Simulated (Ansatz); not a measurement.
```yaml
crystal:
  periodic: [false, false, false]
  atoms:
    - {symbol: O, position_ang: [-2.698538, 0.023386, -1.968509]}
    - {symbol: Si, position_ang: [-0.445730, 1.410330, -0.276129]}
    - {symbol: Ga, position_ang: [1.980721, -2.108002, 1.371069]}
    - {symbol: H, position_ang: [-3.896231, 1.095755, -2.803075]}
    - {symbol: H, position_ang: [1.076676, 3.159858, -1.889407]}
    - {symbol: H, position_ang: [-1.573919, 3.032176, 1.743307]}
    - {symbol: H, position_ang: [4.279577, -3.233735, -0.143075]}
    - {symbol: H, position_ang: [1.277462, -3.379769, 3.965819]}
basis:
  gaussian: {orbitals: def2-mTZVP}
hamiltonian: {xc: {name: PBE-QIDH}}
output: {forces: true}
```

```sh
$ ansatz run in.yaml --threads 2 --pin off --events-out ev --progress --plain --max-ram 4352MiB
```

Output, abridged:

```
Functional definition: PBE-QIDH
905 factors; integrals over basis functions are off by at most 3.5e-4 eV
mean field evaluation 1: about -62313.6424 eV, gradient 6.7e1 eV
mean field evaluation 2: about -62313.6474 eV, gradient 6.7e1 eV
mean field evaluation 4: about -62262.5348 eV, gradient 8.6e1 eV
mean field evaluation 8: about -62328.2856 eV, gradient 3.3e-1 eV
mean field evaluation 32: about -62328.2478 eV, gradient 7.4e-1 eV
mean field -62328.29007241 eV, -2290.5224125286 hartree, gradient 2.6e-6 eV, S^2 0.000000; 6 other end points of the search recorded, 0 dependent functions left out; unrestricted orbitals would lower it
15 core orbitals not correlated: weight in the atoms' cores, before any rotation towards them, 1.000 or more for the frozen orbitals, at most 0.000 for the correlated occupied ones
reference -62328.29009215 eV, -2290.5224132541 hartree; 14, 14 occupied and 68, 68 virtual orbitals, 905 factors
second order -23.98559147 eV of doubles, -0.00000000 eV of singles
Total energy: -62336.28528931 eV, -2290.8162313303 hartree
Atom 0 at    -2.698538     0.023386    -1.968509 Å, force    -2.805584     2.657803    -1.949748 eV/Å
Atom 1 at    -0.445730     1.410330    -0.276129 Å, force    -0.408407     2.148899    -0.221862 eV/Å
Atom 2 at     1.980721    -2.108002     1.371069 Å, force     0.400589    -0.614848     0.270819 eV/Å
Atom 3 at    -3.896231     1.095755    -2.803075 Å, force     3.404620    -2.614470     2.388063 eV/Å
Atom 4 at     1.076676     3.159858    -1.889407 Å, force    -1.026434    -1.150551     1.195100 eV/Å
Atom 5 at    -1.573919     3.032176     1.743307 Å, force     0.862010    -1.059692    -1.393064 eV/Å
Atom 6 at     4.279577    -3.233735    -0.143075 Å, force    -0.574469     0.298877     0.349522 eV/Å
Atom 7 at     1.277462    -3.379769     3.965819 Å, force     0.147675     0.333982    -0.638830 eV/Å
Dipole moment:    -0.560298    -0.116473    -0.412752 e Å
```

In this input the coordinates are in bohr but typed as ångström. The run converged. The result belongs to that input, not to the molecule as meant.
